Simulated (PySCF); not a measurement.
**Computed vibrations of [HfH3(NH3)]+**

[HfH3(NH3)]+ (singlet). PySCF 2.14.0, RKS PBE0, Hf def2-SVP with ECP60, H def2-SVP, N def2-SVP; non-relativistic Hamiltonian with scalar-relativistic core potentials where named; density fitting; no spin-orbit coupling. Central differences of gradients.

```xyz
8

Hf    0.1107   -0.1107    0.1107
H     1.4204    0.9048    0.8371
H    -0.9048   -0.8371    1.4204
H     0.8371   -1.4204   -0.9048
N    -1.2084    1.2084   -1.2084
H    -2.1914    1.2410   -0.9028
H    -0.9028    2.1914   -1.2410
H    -1.2410    0.9028   -2.1914
```

Run from Python with OMP_NUM_THREADS=2. Where DIIS fails, smearing, a level shift and second-order steps follow.
It took 68 s on 2 threads of Intel(R) Xeon(R) Platinum 8259CL CPU @ 2.50GHz (Skylake/Cascade Lake), with other jobs on the host.

Q: What are the harmonic wavenumbers and infrared intensities?

A: Modes are labelled in C3; negative numbers are unstable modes, those under 60 cm⁻¹ near the noise; a finer grid moves soft modes by up to 10 cm⁻¹.
```json
{"cm⁻¹": "146", "km/mol": "0.0", "symmetry": "a"}
{"cm⁻¹": "233", "km/mol": "23.7", "symmetry": "e"}
{"cm⁻¹": "233", "km/mol": "23.7", "symmetry": "e"}
{"cm⁻¹": "362", "km/mol": "15.5", "symmetry": "a"}
{"cm⁻¹": "519", "km/mol": "199.8", "symmetry": "a"}
{"cm⁻¹": "638", "km/mol": "63.3", "symmetry": "e"}
{"cm⁻¹": "638", "km/mol": "63.3", "symmetry": "e"}
{"cm⁻¹": "708", "km/mol": "15.3", "symmetry": "e"}
{"cm⁻¹": "708", "km/mol": "15.3", "symmetry": "e"}
{"cm⁻¹": "1343", "km/mol": "167.2", "symmetry": "a"}
{"cm⁻¹": "1613", "km/mol": "41.2", "symmetry": "e"}
{"cm⁻¹": "1613", "km/mol": "41.2", "symmetry": "e"}
{"cm⁻¹": "1848", "km/mol": "310.5", "symmetry": "e"}
{"cm⁻¹": "1848", "km/mol": "310.5", "symmetry": "e"}
{"cm⁻¹": "1877", "km/mol": "71.3", "symmetry": "a"}
{"cm⁻¹": "3413", "km/mol": "107.6", "symmetry": "a"}
{"cm⁻¹": "3511", "km/mol": "115.7", "symmetry": "e"}
{"cm⁻¹": "3511", "km/mol": "115.7", "symmetry": "e"}
```

Q: Is this a minimum?

A: Yes. Ideal gas at 298.15 K and 1 bar: S = 302.4 J/(mol K), Cp = 83.8 J/(mol K), H − H(0 K) = 17.1 kJ/mol (rigid rotor, harmonic modes, spin degeneracy alone).
